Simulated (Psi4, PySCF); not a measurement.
Intermolecular potential of HCl ··· BF3 (SMILES Cl and FB(F)F). Monomers: optimised at B3LYP-D3(BJ) (def2-TZVP), held rigid. Orientation: a random orientation, not optimised. R is the distance of the centres of mass, along which the second monomer moves.

Geometry at R = 4.17 Å (first 2 atoms: monomer A):
```
6

Cl     0.6410     0.0000     0.0000
H     -0.6410     0.0000     0.0000
F      3.3612     1.8940     0.0748
B      3.3923     3.0608    -0.5323
F      2.4098     3.9180    -0.3585
F      4.4057     3.3711    -1.3120
```

Levels: RMP2/6-31G* = restricted MP2 (frozen core)/6-31G*, spherical d, no counterpoise correction in PySCF; RKS-M06-2X/6-31G* = restricted M06-2X/6-31G*, spherical d, no counterpoise correction in PySCF; PBE/def2-TZVP, counterpoise-corrected (Psi4); SAPT0/jun-cc-pVDZ, frozen core (Psi4).

Interaction energies in kJ/mol:

| R / Å | RMP2/6-31G* | RKS-M06-2X/6-31G* | PBE/def2-TZVP |
|---|---|---|---|
| 3.60 | 3.32 | -0.62 | 6.32 |
| 3.81 | -0.76 | -2.96 | 1.70 |
| 3.96 | -1.91 | -3.31 | 0.16 |
| 4.17 | -2.29 | -3.16 | -0.74 |
| 4.37 | -2.02 | -2.71 | -0.94 |
| 4.56 | -1.59 | -2.16 | -0.88 |
| 4.85 | -0.97 | -1.31 | -0.66 |
| 5.18 | -0.51 | -0.60 | -0.41 |
| 5.69 | -0.20 | -0.12 | -0.16 |
| 6.33 | -0.07 | 0.00 | -0.04 |
| 7.35 | -0.02 | 0.02 | 0.00 |
| 8.67 | 0.00 | 0.02 | 0.00 |

**Question.** Predict the corresponding SAPT0/jun-cc-pVDZ column.

**Answer.** 3.60: 6.21; 3.81: 1.69; 3.96: 0.23; 4.17: -0.65; 4.37: -0.86; 4.56: -0.84; 4.85: -0.67; 5.18: -0.46; 5.69: -0.24; 6.33: -0.11; 7.35: -0.03; 8.67: 0.00 (kJ/mol).
